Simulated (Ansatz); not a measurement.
`[O]=[W]([OH])([OH])([Cl])[Cl]`. Total charge 0; spin multiplicity 1. Correlated methods include outer-core shells of W, which these sets cover unevenly. W: def2 effective core potential.

```xyz
8

O    -0.824   -1.668   -0.766
W     0.030   -0.385   -0.104
O     0.615    0.479   -1.655
O    -0.494   -0.507    1.687
Cl    2.128   -1.140    0.369
Cl   -1.276    1.597    0.048
H     0.593    1.419   -1.847
H    -0.772    0.205    2.267
```

**Question.** Give the diagnostics of a CCSD(T)/def2-TZVPP run (frozen core, Ansatz 0.2.0). (An estimate is asked.)

**Answer.** Ansatz gave: T1 = 0.0215, largest single amplitude 0.082, largest double 0.037, (T) share of the correlation energy 5.2 %, 14 CCSD cycles. The RHF solution is stable towards an unrestricted one. T1 lies over the customary mark of 0.02 for closed shells; compounds of d metals often pass it without a breakdown.
